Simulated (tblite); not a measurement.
Species: C7H15P.
Bonds: C1–C2, C2–P3, P3–C4, C4–C5, C5–C6, C6–C7, C7–C8, P3–C8. Hydrogens: H9, H10, H11 on C1; H12, H13 on C2; H14, H15 on C4; H16, H17 on C5; H18, H19 on C6; H20, H21 on C7; H22, H23 on C8.

The geometry is computed with GFN2-xTB (gas phase).

(1) List the bond lengths, angles and torsions at this level.

Results:

(1) 
```tsv
bond	length (pm)	order
C1–C2	152.3	single
C2–P3	186.5	single
P3–C4, P3–C8	186.1	single
C4–C5, C7–C8	152.5	single
C5–C6, C6–C7	152.6	single
C1–H9, C1–H10, C1–H11	108.8	single
C2–H12, C2–H13	109.4	single
C4–H14 and 3 like bonds	109.4	single
C5–H16 and 3 like bonds	109.4	single
C6–H18, C6–H19	109.3	single
```

Bonds in one row agree within 1 pm and their mean is given. Orders are formal, as drawn. A selection of angles:
```tsv
angle	degrees
C2–C1–H9	110.7
C2–C1–H10	110.4
H9–C1–H10	108.2
C1–C2–P3	111.7
C1–C2–H12	109.8
C1–C2–H13	110.5
P3–C2–H12	106.8
P3–C2–H13	109.8
H12–C2–H13	108.1
C2–P3–C4	98.1
C2–P3–C8	99.4
C4–P3–C8	94.9
P3–C4–C5	109.8
P3–C4–H14	110.0
P3–C4–H15	108.3
C5–C4–H14	110.3
H14–C4–H15	108.2
C4–C5–C6	111.9
C4–C5–H16	109.4
C6–C5–H16	109.2
H16–C5–H17	107.8
C5–C6–C7	112.3
C5–C6–H18	109.2
H18–C6–H19	107.7
```

Dihedral angles: C1–C2–P3–C4 174° (antiperiplanar); C2–P3–C4–C5 -160° (antiperiplanar); P3–C4–C5–C6 66° (synclinal); C4–C5–C6–C7 -62° (synclinal); C5–C6–C7–C8 62° (synclinal); C6–C7–C8–P3 -66° (synclinal); C2–P3–C8–C7 159° (antiperiplanar). The mirror-image conformer, all signs reversed, is as good.

All 3 C–P bonds measure 1.861 to 1.865 Å. All 5 C–C bonds measure 1.523 to 1.526 Å. The 6-membered ring P3–C4–C5–C6–C7–C8 has internal angles of 94.9° to 112.3°; it is puckered, 0.29 Å rms from its mean plane, widest ring torsion 66°. P3 (phosphine phosphorus) is pyramidal (angles 99.4°, 98.1° and 94.9°, sum 292.3°, 0.92 Å off the plane of its three neighbours). Of the pairs four or more bonds apart, H13···H23 is among the closest relative to their van der Waals radii: 2.42 Å, 101 % of the sum of Bondi's values.

Point group: C1 (no symmetry element, even within 0.4 Å). Its GFN2-xTB frequencies are all real (lowest 66 cm⁻¹). One conformer, not necessarily the lowest. 2 starts were optimised and ended at 0.00 and 4.28 kcal/mol (GFN2-xTB); the lowest of these is shown.
